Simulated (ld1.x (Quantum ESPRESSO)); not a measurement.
Which change was made? (Sb, TM)

ld1.x (Quantum ESPRESSO) 7.5 input, shortened:

```
&input
   title='Sb', zed=51., rel=2, dft='PBESOL', iswitch=3,
   config='[Kr] 4d10 5s2 5p3', rel_dist='average'
 /
 &inputp
   pseudotype=2, tm=.true., lloc=-2, rcloc=1.85,
   nlcc=.true., rcore=0.90
 /
2
5S  1  0   2.00   0.00  1.95  1.95  0.0
5P  2  1   3.00   0.00  1.85  1.85  0.0
 &test
   configts(1)='5s2 5p3'
 /
```

Open shells are filled in proportion to 2j + 1 (rel_dist='average').

Cutoffs, loose and tight: the cutoffs (Ry, on a coarse ladder) from which the occupation-weighted sum of valence levels, in a spherical-Bessel basis at the reference potential, stays within 10 and 1 mRy of its value at 400 Ry. They do not see the model core or the augmentation charge, which bear on the density cutoff. Test errors are all-electron minus pseudo excitation energies from the reference, over the configurations 5s2 5p2; 5s2 5p1; 5s2 5p0; 5s2 5p3.3; 5s1 5p4; 5s2 5p2.5; 5s1 5p0; variants that change the core or the reference have their own tests.

The base gives: outcome: generated; cutoff, loose: 30 Ry; cutoff, tight: 55 Ry; bound ghosts: none; largest test error (meV): -472.

**Question.** After one change the result is: outcome: generated; cutoff, loose: over 300 Ry; cutoff, tight: over 300 Ry; bound ghosts: p1/2, p3/2; largest test error (meV): -720. Which change was it?
A. wave 5p (bound): rc 1.85 bohr becomes 5p (bound): rc 2.74 bohr
B. wave 5p (bound): rc 1.85 bohr becomes 5p (bound): rc 2.50 bohr
C. wave 5p (bound): rc 1.85 bohr becomes 5p (bound): rc 1.64 bohr
D. wave 5p (bound): rc 1.85 bohr becomes 5p (bound): rc 1.26 bohr

**Answer.** D. The others give: wave 5p (bound): rc 1.85 bohr becomes 5p (bound): rc 2.74 bohr → outcome: generated; cutoff, loose: 21 Ry; cutoff, tight: 35 Ry; bound ghosts: none; largest test error (meV): -520 | wave 5p (bound): rc 1.85 bohr becomes 5p (bound): rc 1.64 bohr → outcome: generated; cutoff, loose: 45 Ry; cutoff, tight: 100 Ry; bound ghosts: none; largest test error (meV): -504 | wave 5p (bound): rc 1.85 bohr becomes 5p (bound): rc 2.50 bohr → outcome: generated; cutoff, loose: 25 Ry; cutoff, tight: 35 Ry; bound ghosts: none; largest test error (meV): -469.
